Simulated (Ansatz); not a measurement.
Ideal-gas functions of `ClC1=CO[SiH2]1` at 400 K and 1 bar, from an Ansatz frequency run at PBE0-D4/def2-TZVP.

Molar mass 106.58 g/mol, point group Cs (symmetry number 1), electronic degeneracy 1, moments of inertia 59.377, 253.194, 306.587 u Å². Harmonic wavenumbers (cm⁻¹, unscaled): 229, 250, 296, 468, 601, 619, 669, 733, 783, 926, 968, 1097, 1125, 1264, 1608, 2254, 2264, 3198.

Use S(trans) = R[1.5 ln M + 2.5 ln T − 1.1517]; rotational temperatures θ = 24.2544 K / I; S(rot) = R[ln(√π/σ · √(T³/θAθBθC)) + 1.5]; for each mode x = 1.438777 ν̃/T, S = R[x/(eˣ − 1) − ln(1 − e⁻ˣ)] and H = RT x/(eˣ − 1); 1 cm⁻¹ = 0.0119627 kJ/mol; R = 8.31446 J/(mol·K).

Problem. By hand: the entropy, in J/(mol·K).

Solution. Translation 173.2. Rotation: θ = 0.4085, 0.0958, 0.0791 K, giving 116.0. Vibration, mode by mode: 10.16, 9.47, 8.18, 4.90, 3.36, 3.19, 2.77, 2.31, 2.00, 1.33, 1.18, 0.81, 0.75, 0.49, 0.17, 0.02, 0.02, 0.00, in all 51.1. Electronic 0.0. Sum 340.3 J/(mol·K).

Problem. By hand: H − E and G − E in kJ/mol, counted from the electronic energy.

Solution. Zero-point energy ½ × 19352 × 0.0119627 = 115.8; thermal vibration 12.7; translation, rotation and pV give 4 RT = 13.3. H − E = 141.8 kJ/mol, and G − E = 141.8 − 400 × 340.3/1000 = 5.7 kJ/mol.

Vibration gives 15 % of the entropy.
